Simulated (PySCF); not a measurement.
Predicted microwave data (PBE0-D3(BJ)/def2-SVP geometry optimisation, gas phase (PySCF)) for one isomer of C3H11PSi:

* Rotational constants: A = 4067, B = 1689, C = 1435 MHz
* Dipole components: |μa| = 1.09 D, |μb| = 0.14 D, |μc| = 0.41 D
* Inertial defect: -71.28 u·Å²
* κ: -0.81

Task: Which structure is it? (One computed conformer of each.)
A. `[CH3:1][CH2:2][CH2:3][SiH2:4][PH2:5]` with C1–C2–C3–Si4 -61°, C2–C3–Si4–P5 -49°, C3–Si4–P5–H 81° and 175°
B. `C[Si](C)(C)P`

Result: A. It is CCC[SiH2]P, an asymmetric top, point group C1. The candidates at the same level (rigid rotor, commonest isotopes):

```json
{"SMILES": "C[Si](C)(C)P", "A (MHz)": "3053", "B (MHz)": "1972", "C (MHz)": "1965", "μa (D)": "1.49", "μb (D)": "0.04", "μc (D)": "0.64", "Δ (u·Å²)": "-164.51", "point group": "Cs", "rotor": "–"}
{"SMILES": "CCC[SiH2]P", "A (MHz)": "4067", "B (MHz)": "1689", "C (MHz)": "1435", "μa (D)": "1.09", "μb (D)": "0.14", "μc (D)": "0.41", "Δ (u·Å²)": "-71.28", "point group": "C1", "rotor": "asymmetric top"}
```

`C[Si](C)(C)P` has C 37 % too high. No structure here is proved a minimum.
